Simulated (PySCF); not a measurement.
PySCF job for C3HBrClF, SMILES FC=C=C(Cl)Br, PBE-D3(BJ)/def2-SVP. Geometry: PBE-D3(BJ)/def2-SVP. The structure was generated by enumeration, and PubChem lists no compound with its InChIKey, so it may never have been made.

```python
import numpy as np
from pyscf import gto, scf, dft, df
from pyscf.hessian import thermo

mol = gto.M(
    atom='''
    F    -3.40579490   -0.67235511    0.44035755
    C    -2.57446412    0.10882031   -0.26959219
    C    -1.26694974   -0.06388214   -0.31077067
    C     0.04003202   -0.17516793   -0.38276298
    Cl    0.85784326   -1.13677841   -1.57832724
    Br    1.19960333    0.72140839    0.84175115
    H    -3.10900661    0.90851408   -0.81419033
    ''',
    basis='def2-SVP',
    charge=0,
    spin=0,
    max_memory=1600,
    verbose=3,
)
mf = dft.RKS(mol, xc='pbe').density_fit(auxbasis='def2-universal-jkfit')
mf.disp = 'd3bj'
mf.grids.level = 3
mf.conv_tol = 1e-11
mf.max_cycle = 100
mf.kernel()

# [left out here: the lines that compute and print the analytic Hessian (its translational invariance restored by hand, since the grid's response is missing), thermochemistry and intensities]
```

Log of the run:

```
converged SCF energy = -3247.61686318955

WARN: DFTD3 does not support analytical Hessian, using finite difference


WARN: Mole.unit (angstrom) is changed to Bohr

Mode                                 0                   1                   2
Irrep
Freq [cm^-1]                       81.9906            114.6359            216.2284
Reduced mass [au]                  21.4327             11.8825             19.9127
Force const [Dyne/A]                0.0849              0.0920              0.5485
Char temp [K]                     117.9663            164.9356            311.1045
Normal mode                   x     y     z       x     y     z       x     y     z
       0   F                 0.05  0.08  0.11   -0.12  0.07 -0.02    0.04  0.01 -0.03
       1   C                 0.02  0.03  0.03    0.02 -0.03  0.03    0.07  0.00  0.01
       2   C                 0.01 -0.03 -0.07    0.00 -0.15  0.10    0.07 -0.04  0.03
       3   C                 0.01 -0.03 -0.05    0.01 -0.06  0.04    0.06 -0.04 -0.00
       4  Cl                 0.08 -0.00 -0.03    0.04  0.03 -0.02   -0.06 -0.06 -0.08
       5  Br                -0.05 -0.01  0.00    0.01  0.01 -0.01   -0.01  0.03  0.04
       6   H                 0.02  0.04  0.06    0.14  0.02 -0.01    0.11  0.03  0.01
Mode                                 3                   4                   5
Irrep
Freq [cm^-1]                      255.7787            367.7868            427.4156
Reduced mass [au]                   3.5109             11.9104             10.1442
Force const [Dyne/A]                0.1353              0.9492              1.0919
Char temp [K]                     368.0087            529.1633            614.9559
Normal mode                   x     y     z       x     y     z       x     y     z
       0   F                 0.00 -0.06 -0.08    0.09  0.02 -0.02   -0.03  0.01  0.00
       1   C                 0.03  0.12  0.15    0.07 -0.00 -0.05    0.04 -0.05  0.02
       2   C                 0.01  0.03  0.03    0.06  0.01  0.10    0.05  0.03  0.12
       3   C                 0.00 -0.02 -0.00    0.03 -0.05  0.10    0.05  0.18 -0.12
       4  Cl                 0.02 -0.02  0.01   -0.03  0.05  0.04    0.01 -0.02  0.01
       5  Br                -0.02 -0.00 -0.02   -0.03 -0.02 -0.03   -0.02 -0.02 -0.01
       6   H                 0.06  0.29  0.38    0.08 -0.06 -0.15    0.07 -0.10 -0.09
Mode                                 6                   7                   8
Irrep
Freq [cm^-1]                      473.3212            627.7291            785.0586
Reduced mass [au]                   9.3646             11.2389             12.7394
Force const [Dyne/A]                1.2361              2.6093              4.6260
Char temp [K]                     681.0038            903.1625           1129.5246
Normal mode                   x     y     z       x     y     z       x     y     z
       0   F                -0.03 -0.01  0.02    0.10  0.00 -0.02   -0.00  0.00 -0.00
       1   C                -0.05 -0.00 -0.02   -0.07  0.08 -0.05    0.02 -0.03 -0.00
       2   C                -0.01  0.17  0.11   -0.09 -0.10  0.13    0.02  0.05  0.04
       3   C                -0.02 -0.08  0.06   -0.10  0.03 -0.05   -0.02 -0.16 -0.20
       4  Cl                 0.06 -0.03 -0.06    0.02 -0.01 -0.01   -0.02  0.03  0.04
       5  Br                -0.00  0.00  0.00    0.01  0.00  0.01    0.01  0.01  0.01
       6   H                -0.11 -0.12 -0.13   -0.07  0.07 -0.08    0.04 -0.00  0.01
Mode                                 9                  10                  11
Irrep
Freq [cm^-1]                      819.8581           1042.8829           1216.8384
Reduced mass [au]                   1.4667              8.5927              1.3997
Force const [Dyne/A]                0.5809              5.5062              1.2211
Char temp [K]                    1179.5933           1500.4763           1750.7595
Normal mode                   x     y     z       x     y     z       x     y     z
       0   F                 0.00  0.02  0.02   -0.06 -0.07  0.06    0.03  0.05 -0.05
       1   C                -0.02 -0.09 -0.13   -0.02  0.15 -0.11   -0.07 -0.03  0.03
       2   C                 0.00  0.03  0.04    0.05 -0.04  0.02    0.02 -0.03  0.02
       3   C                 0.00  0.01  0.01    0.13 -0.02 -0.02    0.09 -0.01 -0.01
       4  Cl                 0.00 -0.00 -0.00   -0.01  0.01  0.01   -0.00  0.00  0.00
       5  Br                -0.00  0.00 -0.00   -0.00 -0.00 -0.00   -0.00 -0.00 -0.00
       6   H                 0.08  0.49  0.64   -0.19  0.09 -0.05   -0.72 -0.28  0.31
Mode                                12                  13                  14
Irrep
Freq [cm^-1]                     1394.0244           2013.2797           3091.6772
Reduced mass [au]                   3.5763             11.0460              1.0920
Force const [Dyne/A]                4.0947             26.3793              6.1497
Char temp [K]                    2005.6907           2896.6613           4448.2352
Normal mode                   x     y     z       x     y     z       x     y     z
       0   F                -0.04 -0.02  0.02    0.00  0.00 -0.00    0.00  0.00 -0.00
       1   C                 0.19  0.03 -0.05   -0.12  0.01  0.01   -0.05  0.06 -0.04
       2   C                 0.02 -0.01  0.00    0.23 -0.03 -0.01    0.01 -0.00 -0.00
       3   C                -0.15  0.02  0.01   -0.12  0.01  0.01   -0.00  0.00 -0.00
       4  Cl                 0.00 -0.00 -0.00   -0.00 -0.00 -0.00   -0.00  0.00  0.00
       5  Br                 0.00  0.00  0.00   -0.00 -0.00 -0.00   -0.00 -0.00 -0.00
       6   H                -0.37 -0.19  0.20   -0.03  0.07 -0.05    0.47 -0.69  0.47
temperature 298.1500 [K]
pressure 101325.00 [Pa]
Rotational constants [GHz] 2.18154 1.01482 0.71309
Symmetry number 1
Zero-point energy (ZPE) 0.02945 [Eh]   77329.637 [J/mol]
                           tot       elec      trans        rot        vib
Entropy [J/mol/K]       357.203      0.000    172.900    124.264     60.039
Cv [J/mol/K]             86.199      0.000     12.472     12.472     61.255
Cp [J/mol/K]             94.513      0.000     20.786     12.472     61.255
Internal energy [J/mol]                      3718.434   3718.434  87088.960
Internal energy [Eh]   -3247.58086  -3247.61686
Enthalpy [J/mol]                             6197.391   3718.434  87088.960
Enthalpy [Eh]          -3247.57992
Gibbs free energy [J/mol]                  -45352.659 -33330.884  69188.361
Gibbs free energy [Eh] -3247.62048
mode   freq/cm-1   IR/(km/mol)
   1       81.99         0.016
   2      114.64         0.472
   3      216.23         0.541
   4      255.78         5.023
   5      367.79         4.304
   6      427.42         3.363
   7      473.32         4.782
   8      627.73        53.627
   9      785.06       208.339
  10      819.86        15.168
  11     1042.88       227.270
  12     1216.84        23.366
  13     1394.02        46.301
  14     2013.28       359.630
  15     3091.68         4.352
max |gradient| / (hartree/bohr): 0.00017269197337654128
APT charges: [-0.5626  0.8022 -0.5773  0.953  -0.3586 -0.2871  0.0303]
```

The calculation finished and met its thresholds.
